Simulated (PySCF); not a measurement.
**Manganese: a sound run and one with changed settings**

Sound run: Mn [Ar] 3d5 4s2, Mn⁺ [Ar] 3d5 4s1. Calculation: PySCF 2.14, in pcseg-2 (6s4p3d2f1g, 56 functions); no relativity, point nucleus. In the sound run the correlated levels freeze [Ar]. The sound run starts from symmetry-adapted Hartree-Fock orbitals and uses a fine grid where one is needed.

Changed run: initial guess 1e, at most 50 SCF cycles.

```
species  method  sound run (hartree)  changed run (hartree)  converged
     Mn     UHF          -1149.84714            -1149.72868        yes
     Mn   M06-L          -1150.94193            -1150.94193        yes
     Mn    MN15          -1151.12508            -1151.12508        yes
    Mn⁺     UHF          -1149.62764            -1149.62764        yes
    Mn⁺   M06-L          -1150.66476            -1150.66476        yes
    Mn⁺    MN15          -1150.85555            -1150.85555        yes
    Mn⁺     MP2          -1149.70254            -1149.70254        yes
```

Ionisation energy of Mn:

```json
{"method": "M06-L", "sound run (eV)": "7.542", "changed run (eV)": "7.542"}
{"method": "MN15", "sound run (eV)": "7.334", "changed run (eV)": "7.334"}
```

The plain start fixes occupations by D2h representation alone, and Mn at UHF landed in another state (other ⟨L²⟩ or ⟨S²⟩). 

For comparison, NIST gives 7.434 eV between the lowest levels.
